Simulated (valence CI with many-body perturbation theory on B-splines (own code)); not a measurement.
**Er⁵³⁺: calculated level list**

Level of theory: configuration interaction combined with many-body perturbation theory (CI+MBPT): five valence electrons over a frozen Dirac-Fock core [Ne], radial functions for each j: 11 s, 11 p, 10 d, 8 f, 5 g, 2 h, with the one-electron correlation potential Σ1, the two-electron term Σ2, the three-electron term Σ3, Breit, model QED; selected CI, second order for the rest, scaled by the run's own slope (own B-spline code, finite nucleus).

No measured spectrum was set against this ion. As an estimate, large intervals hold to a few tenths of a per cent, small ones and those within an open d or f shell to about a per cent. Among the levels kept, up to 3000 cm⁻¹ of a level comes from second order outside the variational space, and about a tenth of that is noise between levels of different J, which matters for small intervals.

Levels 1 to 45 of 166, with energies above the lowest level, (3s^2 3p1/2^2 3p3/2) J=3/2. "Leading %" is the weight of the configuration and term that name the level; weights of strongly mixed levels are sums over their largest components and can fall short. In the jj column 3d3/2^4 stands for four electrons in 3d with j = 3/2. Lifetimes count E1, E2, E3, M1 and M2 decay at the calculated energies, and are blank where another channel may lead or the interval is too uncertain; long ones can be off by a factor of two.

```tsv
No.	Configuration	Term	J	E (eV)	Leading %	Second component	Lifetime	g	Leading jj
1	3s2 3p3	2P°	3/2	0.00	47	27 % 3s2 3p3 2D°		1.351	3s^2 3p1/2^2 3p3/2 (99 %)
2	3s2 3p2 3d	2D	3/2	205.86	40	35 % 3s2 3p2 3d 4F	107 ps	0.778	3s^2 3p1/2^2 3d3/2 (99 %)
3	3s2 3p3	4S°	3/2	224.85	55	44 % 3s2 3p3 2D°	8.88 ns	1.452	3s^2 3p1/2 3p3/2^2 (99 %)
4	3s2 3p3	2D°	5/2	235.63	99		45.0 ns	1.189	3s^2 3p1/2 3p3/2^2 (99 %)
5	3s2 3p3	2P°	1/2	249.34	99		14.4 ns	0.651	3s^2 3p1/2 3p3/2^2 (99 %)
6	3s2 3p2 3d	2D	5/2	271.43	31	20 % 3s2 3p2 3d 4D	6.94 ps	1.201	3s^2 3p1/2^2 3d5/2 (97 %)
7	3s 3p4	4P	5/2	377.63	66	25 % 3s 3p4 2D	5.04 ps	1.459	3s 3p1/2^2 3p3/2^2 (91 %)
8	3s 3p4	2P	3/2	404.83	32	26 % 3s 3p4 2D	1.91 ps	1.148	3s 3p1/2^2 3p3/2^2 (70 %)
9	3s 3p4	2S	1/2	405.71	53	26 % 3s 3p4 4P	2.70 ps	2.080	3s 3p1/2^2 3p3/2^2 (85 %)
10	3s2 3p2 3d	4F	5/2	428.75	46	46 % 3s2 3p2 3d 2F	163 ps	0.956	3s^2 3p1/2 3p3/2 3d3/2 (98 %)
11	3s2 3p2 3d	4F	3/2	431.46	33	29 % 3s2 3p2 3d 4D	7.11 ps	0.907	3s^2 3p1/2 3p3/2 3d3/2 (93 %)
12	3s2 3p2 3d	4D	1/2	431.50	80	13 % 3s2 3p2 3d 2P	116 ps	0.208	3s^2 3p1/2 3p3/2 3d3/2 (99 %)
13	3s2 3p2 3d	2G	7/2	439.81	50	26 % 3s2 3p2 3d 2F	1.88 ns	1.031	3s^2 3p1/2 3p3/2 3d3/2 (97 %)
14	3s2 3p2 3d	2D	5/2	466.24	35	24 % 3s2 3p2 3d 2F	571 fs	1.174	3s^2 3p1/2 3p3/2 3d3/2 (90 %)
15	3s2 3p2 3d	2P	1/2	474.64	38	32 % 3s2 3p2 3d 4P	444 fs	1.669	3s^2 3p1/2 3p3/2 3d3/2 (88 %)
16	3s2 3p2 3d	2D	3/2	474.70	26	23 % 3s2 3p2 3d 4P	320 fs	1.228	3s^2 3p1/2 3p3/2 3d3/2 (78 %)
17	3s2 3p3	2P°	3/2	475.87	51	28 % 3s2 3p3 2D°	3.25 ns	1.300	3s^2 3p3/2^3 (98 %)
18	3s2 3p2 3d	4D	7/2	483.68	47	37 % 3s2 3p2 3d 4F	1.32 ns	1.303	3s^2 3p1/2 3p3/2 3d5/2 (99 %)
19	3s2 3p2 3d	2P	3/2	493.61	44	23 % 3s2 3p2 3d 4P	8.45 ps	1.347	3s^2 3p1/2 3p3/2 3d5/2 (95 %)
20	3s2 3p2 3d	2G	9/2	495.38	61	38 % 3s2 3p2 3d 4F	598 ns	1.186	3s^2 3p1/2 3p3/2 3d5/2 (99 %)
21	3s2 3p2 3d	2F	5/2	497.17	34	27 % 3s2 3p2 3d 2D	8.93 ps	1.126	3s^2 3p1/2 3p3/2 3d5/2 (95 %)
22	3s2 3p2 3d	2D	5/2	517.26	40	33 % 3s2 3p2 3d 4P	1.83 ps	1.263	3s^2 3p1/2 3p3/2 3d5/2 (92 %)
23	3s2 3p2 3d	2F	7/2	517.33	58	18 % 3s2 3p2 3d 2G	3.08 ps	1.117	3s^2 3p1/2 3p3/2 3d5/2 (95 %)
24	3s2 3p2 3d	2D	3/2	525.06	61	20 % 3s2 3p2 3d 2P	3.85 ps	0.929	3s^2 3p1/2 3p3/2 3d5/2 (96 %)
25	3s2 3p2 3d	2P	1/2	528.49	54	36 % 3s2 3p2 3d 2S	2.70 ps	1.234	3s^2 3p1/2 3p3/2 3d5/2 (94 %)
26	3s 3p3 3d	4D°	5/2	578.86	29	21 % 3s 3p3 3d 6D°	31.8 ps	1.270	3s 3p1/2^2 3p3/2 3d3/2 (94 %)
27	3s 3p3 3d	4D°	3/2	580.87	26	25 % 3s 3p3 3d 6D°	16.5 ps	1.274	3s 3p1/2^2 3p3/2 3d3/2 (95 %)
28	3s 3p3 3d	4P°	1/2	582.60	44	32 % 3s 3p3 3d 6D°	33.4 ps	2.430	3s 3p1/2^2 3p3/2 3d3/2 (95 %)
29	3s 3p3 3d	4F°	7/2	587.80	23	19 % 3s 3p3 3d 6D°	33.5 ps	1.267	3s 3p1/2^2 3p3/2 3d3/2 (90 %)
30	3s 3p3 3d	2D°	3/2	604.43	26	13 % 3s 3p3 3d 4F°	2.73 ps	1.001	3s 3p1/2^2 3p3/2 3d3/2 (81 %)
31	3s 3p4	4P	3/2	613.97	67	18 % 3s 3p4 2D	1.55 ps	1.478	3s 3p1/2 3p3/2^3 (86 %)
32	3s 3p3 3d	4G°	5/2	615.99	22	21 % 3s 3p3 3d 2F°	1.48 ps	0.876	3s 3p1/2^2 3p3/2 3d3/2 (81 %)
33	3s 3p3 3d	4D°	1/2	619.67	44	24 % 3s 3p3 3d 2P°	1.32 ps	0.559	3s 3p1/2^2 3p3/2 3d3/2 (87 %)
34	3s 3p4	2D	5/2	629.55	63	22 % 3s 3p4 4P	1.57 ps	1.290	3s 3p1/2 3p3/2^3 (85 %)
35	3s 3p3 3d	4F°	9/2	634.44	47	32 % 3s 3p3 3d 6D°	35.0 ps	1.357	3s 3p1/2^2 3p3/2 3d5/2 (97 %)
36	3s2 3p 3d2	4G°	5/2	646.52	44	29 % 3s2 3p 3d2 2F°	1.04 ps	0.776	3s^2 3p1/2 3d3/2^2 (81 %)
37	3s 3p4	2P	1/2	647.88	46	28 % 3s 3p4 4P	789 fs	1.365	3s 3p1/2 3p3/2^3 (74 %)
38	3s 3p3 3d	4D°	5/2	649.09	31	20 % 3s 3p3 3d 4P°	4.03 ps	1.380	3s 3p1/2^2 3p3/2 3d5/2 (95 %)
39	3s 3p4	2P	3/2	650.09	41	27 % 3s 3p4 2D	691 fs	1.129	3s 3p1/2 3p3/2^3 (76 %)
40	3s 3p3 3d	2F°	7/2	656.76	30	28 % 3s 3p3 3d 4D°	4.30 ps	1.253	3s 3p1/2^2 3p3/2 3d5/2 (86 %)
41	3s 3p3 3d	2D°	3/2	657.99	32	18 % 3s 3p3 3d 4D°	5.34 ps	1.140	3s 3p1/2^2 3p3/2 3d5/2 (86 %)
42	3s 3p3 3d	2F°	7/2	672.24	27	15 % 3s 3p3 3d 4D°	1.50 ps	1.173	3s 3p1/2^2 3p3/2 3d5/2 (88 %)
43	3s 3p3 3d	2P°	1/2	679.47	45	37 % 3s 3p3 3d 4D°	3.99 ps	0.625	3s 3p1/2^2 3p3/2 3d5/2 (94 %)
44	3s2 3p 3d2	4D°	1/2	683.79	38	35 % 3s2 3p 3d2 2P°	472 fs	0.635	3s^2 3p1/2 3d3/2^2 (86 %)
45	3s 3p3 3d	2D°	5/2	684.55	25	21 % 3s 3p3 3d 2F°	1.50 ps	1.085	3s 3p1/2^2 3p3/2 3d5/2 (80 %)
```

The ionisation energy to 3s2 3p2 3P_0 of the next ion comes out as 4980.3 eV (NIST: 4978 ± 5 eV (theoretical)). All 166 levels together are meant to be complete up to 1033.77 eV.
